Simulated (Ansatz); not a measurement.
`O[SiH2][SiH2][SnH3]`. Total charge 0; spin multiplicity 1. Sn takes the def2 core potential. All single points use the PBE0-D4/def2-TZVP geometry. It is one conformer, not always the lowest.

```xyz
12

O     1.873   -0.107    1.445
Si    0.470    0.733    1.672
Si   -0.584    1.091   -0.391
Sn   -0.566   -1.185   -1.578
H     1.829   -0.899    0.905
H     0.861    1.993    2.352
H    -0.484   -0.009    2.548
H     0.163    2.067   -1.231
H    -1.987    1.566   -0.238
H    -1.941   -2.118   -1.189
H     0.804   -2.061   -1.020
H    -0.438   -1.071   -3.275
```

What is the dipole moment at ωB97M-V/def2-TZVPP? (An estimate is asked.)

The calculation gave: 0.98 D, with components (-0.75, -0.24, -0.58) D in this frame, pointing from negative to positive charge.

And with PBE, r2SCAN, B3LYP? (Estimate.)

Computed: PBE 0.92 D, r2SCAN 0.95 D, B3LYP 0.97 D.

Give the Mulliken charges with ωB97M-V, PBE, r2SCAN in def2-TZVPP. (Best estimate.)

Computed: 
| atom | ωB97M-V | PBE | r2SCAN |
| --- | --- | --- | --- |
| O1 | -0.38 | -0.35 | -0.41 |
| Si2 | 0.33 | 0.36 | 0.43 |
| Si3 | -0.04 | -0.04 | 0.02 |
| Sn4 | 0.28 | 0.40 | 0.42 |
| H5 | 0.18 | 0.19 | 0.20 |
| H6 | -0.03 | -0.06 | -0.07 |
| H7 | -0.05 | -0.08 | -0.10 |
| H8 | -0.01 | -0.04 | -0.06 |
| H9 | -0.01 | -0.04 | -0.07 |
| H10 | -0.08 | -0.10 | -0.11 |
| H11 | -0.11 | -0.13 | -0.15 |
| H12 | -0.08 | -0.10 | -0.11 |

B3LYP here is the variant with VWN-RPA as its local correlation; programs differ in this.
